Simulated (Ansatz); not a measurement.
`[CH3][Al]([CH3])[SeH]` + `O[Si](O)(F)Cl` → `[CH3][Al]([OH])[SeH]` + `C[Si](O)(F)Cl`  (redistribution)

Program: Ansatz. Geometries: PBE0-D4/def2-TZVP. ΔE: electronic, gas phase. CCSD(T)/CBS adds triple-zeta CCSD(T) − MP2 to the extrapolated MP2 energy (def2 sets, frozen cores). This one scheme is used for every species. Functionals use def2-TZVPP. For Se outer-core shells are correlated without core-valence functions, which leaves a few kJ/mol of doubt a bond. Scalar relativity is left out up to krypton. Each species was taken in one conformer, which may not be the lowest.

(1) Is it downhill or uphill in electronic energy at CCSD(T)/CBS, and by how much? (Best estimate.)

(2) What do these levels give: r2SCAN-D4, PBE0-D4, ωB97X-V, ωB97M-V, PBE, PBE0, CCSD/def2-TZVPP, HF/def2-QZVPP, SCS-MP2/def2-QZVPP, HF/CBS(def2), MP2/CBS(def2), CCSD/CBS(def2)? (Best estimate.)

Largest T1 diagnostic among the species: 0.011.

Results:

(1) Computed: Downhill: ΔE = -0.42 eV.

(2) Computed: r2SCAN-D4 -0.43, PBE0-D4 -0.42, ωB97X-V -0.44, ωB97M-V -0.42, PBE -0.45, PBE0 -0.42, CCSD/def2-TZVPP -0.41, HF/def2-QZVPP -0.37, SCS-MP2/def2-QZVPP -0.44, HF/CBS(def2) -0.37, MP2/CBS(def2) -0.44, CCSD/CBS(def2) -0.42 eV.

From PBE to PBE0 (25 % exact exchange), in def2-TZVPP and without D4, ΔE moves by +0.03 eV. In def2-TZVPP, CCSD(T) changes the Hartree–Fock value by −0.05 eV (the triples alone add −0.00 eV) and MP2 by −0.07 eV.
